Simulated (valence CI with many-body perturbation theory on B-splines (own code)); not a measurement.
E1 line list for Tc V

Method: configuration interaction combined with many-body perturbation theory (CI+MBPT): three valence electrons over a frozen Dirac-Fock core [Kr], a basis of 7 s, 7 p, 8 d, 6 f, 4 g, 1 h functions for each j, with the one-electron correlation potential Σ1 (screened to all orders), the two-electron term Σ2, the three-electron term Σ3, Breit, model QED; selected single and double excitations, second order for the rest (own B-spline code, finite nucleus).

No measured spectrum was set against this ion. As an estimate, terms of the open shell hold to 2 to 4 % of their energy, and close levels can change places; different configurations can be misplaced against each other by 1,000 to 8,000 cm⁻¹. The list stops below the first excitations out of the core.

Lines 351 to 400 of 570 in falling wavelength, among levels below 30.853 eV, chosen from the strongest by gf and those to the six lowest levels. Wavelengths and rates use the calculated energies, so an error of 2000 cm⁻¹ moves a line at 62.79 nm by 1.3 % and its rate by three times that or more. Electric multipoles are in the length gauge, E1 and E2 with the static RPA response of the core. Weak lines are less certain than strong ones. Lines between different terms over intervals too small for the method are left out, as are lines whose strength nearly cancels. Where a level lies close to another of its J and parity, the split of strength between their lines is uncertain. The highest levels of a list are the least certain.

Names give the largest LS component (configuration and term), which can be under half, so a name can repeat, a term be missing and a line seem to break the LS rules; names also repeat where a configuration has a term twice. Letters in brackets count levels of one name in rising energy.

| λ vac (nm) | Upper | Lower | A (s⁻¹) | S (a.u.) with core polarisation | S without |
| --- | --- | --- | --- | --- | --- |
| 62.79 | 4d2.5p 2D°_5/2 [c] | 4d3 2F_5/2 | 4.51e+07 | 3.30e-02 | 3.79e-02 |
| 62.71 | 4d2.5p 4G°_5/2 | 4d3 4F_7/2 | 1.44e+07 | 1.05e-02 | 1.22e-02 |
| 62.71 | 4d2.5p 2S°_1/2 | 4d3 4P_1/2 | 9.63e+07 | 2.34e-02 | 2.79e-02 |
| 62.70 | 4d2.5p 2G°_7/2 [a] | 4d3 2G_7/2 | 2.06e+09 | 2.00e+00 | 2.30e+00 |
| 62.70 | 4d2.5p 2D°_5/2 [a] | 4d3 4P_3/2 | 7.74e+05 | 5.65e-04 | 1.05e-03 |
| 62.70 | 4d2.5p 2S°_1/2 | 4d3 4P_3/2 | 8.50e+08 | 2.07e-01 | 2.43e-01 |
| 62.63 | 4d2.5p 2D°_5/2 [c] | 4d3 2F_7/2 | 3.80e+09 | 2.76e+00 | 3.16e+00 |
| 62.57 | 4d2.5p 2P°_3/2 [a] | 4d3 2P_1/2 | 3.25e+08 | 1.57e-01 | 1.82e-01 |
| 62.50 | 4d2.5p 4D°_5/2 [b] | 4d3 2D_5/2 [a] | 1.44e+08 | 1.04e-01 | 1.17e-01 |
| 62.36 | 4d2.5p 2P°_3/2 [a] | 4d3 2D_3/2 [a] | 2.41e+09 | 1.15e+00 | 1.32e+00 |
| 62.27 | 4d2.5p 4G°_7/2 | 4d3 4F_9/2 | 3.89e+07 | 3.71e-02 | 4.31e-02 |
| 62.19 | 4d2.5p 4G°_5/2 | 4d3 4F_5/2 | 3.46e+06 | 2.46e-03 | 2.77e-03 |
| 62.16 | 4d2.5p 4S°_3/2 | 4d3 4P_5/2 | 1.91e+09 | 9.06e-01 | 1.03e+00 |
| 62.15 | 4d2.5p 4D°_3/2 [b] | 4d3 2P_1/2 | 3.52e+08 | 1.67e-01 | 1.90e-01 |
| 62.15 | 4d2.5p 2G°_9/2 [a] | 4d3 2G_9/2 | 1.89e+09 | 2.23e+00 | 2.57e+00 |
| 62.09 | 4d2.5p 2D°_3/2 [b] | 4d3 2P_3/2 | 1.00e+09 | 4.75e-01 | 5.38e-01 |
| 61.99 | 4d2.5p 2G°_7/2 [b] | 4d3 2H_9/2 | 5.67e+08 | 5.33e-01 | 6.17e-01 |
| 61.94 | 4d2.5p 4D°_3/2 [b] | 4d3 2D_3/2 [a] | 5.52e+07 | 2.59e-02 | 2.97e-02 |
| 61.87 | 4d2.5p 4P°_1/2 | 4d3 2P_3/2 | 1.18e+09 | 2.75e-01 | 3.17e-01 |
| 61.84 | 4d2.5p 2G°_9/2 [a] | 4d3 2G_7/2 | 8.92e+07 | 1.04e-01 | 1.19e-01 |
| 61.80 | 4d2.5p 2D°_3/2 [b] | 4d3 2D_5/2 [a] | 1.47e+09 | 6.85e-01 | 7.86e-01 |
| 61.77 | 4d2.5p 4G°_5/2 | 4d3 4F_3/2 | 4.37e+08 | 3.05e-01 | 3.50e-01 |
| 61.71 | 4d2.5p 2P°_3/2 [b] | 4d3 2F_5/2 | 4.80e+08 | 2.23e-01 | 2.54e-01 |
| 61.70 | 4d2.5p 4G°_7/2 | 4d3 4F_7/2 | 2.98e+07 | 2.77e-02 | 3.23e-02 |
| 61.68 | 4d2.5p 2F°_7/2 [b] | 4d3 2F_5/2 | 6.09e+07 | 5.64e-02 | 6.61e-02 |
| 61.65 | 4d2.5p 4P°_3/2 | 4d3 2P_3/2 | 3.04e+08 | 1.41e-01 | 1.59e-01 |
| 61.53 | 4d2.5p 2P°_1/2 [a] | 4d3 2P_1/2 | 1.48e+09 | 3.41e-01 | 3.87e-01 |
| 61.52 | 4d2.5p 2F°_7/2 [b] | 4d3 2F_7/2 | 1.97e+09 | 1.81e+00 | 2.08e+00 |
| 61.52 | 4d2.5p 2D°_5/2 [b] | 4d3 2D_5/2 [a] | 1.10e+09 | 7.60e-01 | 8.53e-01 |
| 61.50 | 4d2.5p 4S°_3/2 | 4d3 4P_1/2 | 1.36e+09 | 6.27e-01 | 7.16e-01 |
| 61.49 | 4d2.5p 4S°_3/2 | 4d3 4P_3/2 | 1.90e+09 | 8.73e-01 | 9.96e-01 |
| 61.44 | 4d2.5p 2G°_9/2 [b] | 4d3 2H_11/2 | 5.58e+09 | 6.39e+00 | 7.35e+00 |
| 61.36 | 4d2.5p 4P°_3/2 | 4d3 2D_5/2 [a] | 2.34e+08 | 1.07e-01 | 1.20e-01 |
| 61.34 | 4d2.5p 2G°_9/2 [b] | 4d3 2H_9/2 | 1.80e+08 | 2.05e-01 | 2.35e-01 |
| 61.33 | 4d2.5p 2P°_1/2 [c] | 4d3 2D_3/2 [b] | 3.70e+09 | 8.44e-01 | 9.72e-01 |
| 61.33 | 4d2.5p 2P°_1/2 [a] | 4d3 2D_3/2 [a] | 3.73e+08 | 8.49e-02 | 9.94e-02 |
| 61.28 | 4d2.5p 4F°_3/2 | 4d3 4F_5/2 | 1.64e+08 | 7.44e-02 | 8.50e-02 |
| 61.27 | 4d2.5p 4D°_5/2 [b] | 4d3 2D_3/2 [a] | 1.61e+08 | 1.10e-01 | 1.28e-01 |
| 61.24 | 4d2.5p 4D°_7/2 [c] | 4d3 2D_5/2 [a] | 1.08e+08 | 9.81e-02 | 1.17e-01 |
| 61.20 | 4d2.5p 4G°_9/2 | 4d3 4F_9/2 | 2.87e+08 | 3.25e-01 | 3.76e-01 |
| 61.19 | 4d2.5p 4G°_7/2 | 4d3 4F_5/2 | 5.68e+08 | 5.14e-01 | 5.90e-01 |
| 61.17 | 4d2.5p 4D°_7/2 [b] | 4d3 2H_9/2 | 3.19e+09 | 2.89e+00 | 3.31e+00 |
| 61.16 | 4d2.5p 4F°_5/2 | 4d3 4F_7/2 | 2.09e+07 | 1.42e-02 | 1.58e-02 |
| 61.11 | 4d2.5p 2P°_3/2 [a] | 4d3 4P_5/2 | 5.35e+08 | 2.41e-01 | 2.72e-01 |
| 60.97 | 4d2.5p 2F°_5/2 [c] | 4d3 2F_5/2 | 1.95e+09 | 1.31e+00 | 1.50e+00 |
| 60.87 | 4d2.5p 4F°_3/2 | 4d3 4F_3/2 | 3.19e+09 | 1.42e+00 | 1.63e+00 |
| 60.86 | 4d2.5p 4F°_7/2 | 4d3 4F_9/2 | 5.36e+06 | 4.77e-03 | 4.91e-03 |
| 60.81 | 4d2.5p 4P°_5/2 | 4d3 2P_3/2 | 8.99e+07 | 5.98e-02 | 6.75e-02 |
| 60.71 | 4d2.5p 4D°_3/2 [b] | 4d3 4P_5/2 | 1.24e+08 | 5.48e-02 | 6.19e-02 |
| 60.66 | 4d2.5p 4F°_5/2 | 4d3 4F_5/2 | 2.59e+09 | 1.71e+00 | 1.97e+00 |
